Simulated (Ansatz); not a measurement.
The cluster SnTe2. The state is a triplet with charge 0. Geometry PBE0-D4/def2-SVP, that of the charge +1 doublet; atoms count from 1.

```xyz
3

Sn    0.4298    0.0762   -1.6083
Te    0.1228    1.2544    0.9556
Te   -0.5526   -1.3306    0.6527
```

In the def2 sets Sn, Te take a core potential; there is no spin–orbit coupling. At PBE0-D4/def2-TZVP a singlet of charge 0 lies 0.89 eV below the triplet at the same geometry. The structure comes from a short search, and lower isomers may exist.

Question: Estimate the Mulliken populations from the PBE0/def2-TZVP orbitals of Ansatz.

Answer: 
| atom | charge (e) | spin (α − β) |
| --- | --- | --- |
| Sn1 | 0.11 | 0.96 |
| Te2 | -0.05 | 0.52 |
| Te3 | -0.05 | 0.52 |
Mulliken values depend strongly on the basis.

Question: Where does the spin sit?

Answer: Summed by element: Sn 0.96, Te 1.04, of 2 unpaired in all. Largest on single atoms: Sn1 0.96, Te2 0.52, Te3 0.52.

Question: And the Mayer bond orders between heavy atoms (over 0.3)?

Answer: Sn1–Te2 0.75 (2.84 Å); Sn1–Te3 0.75 (2.84 Å); Te2–Te3 1.54 (2.69 Å).
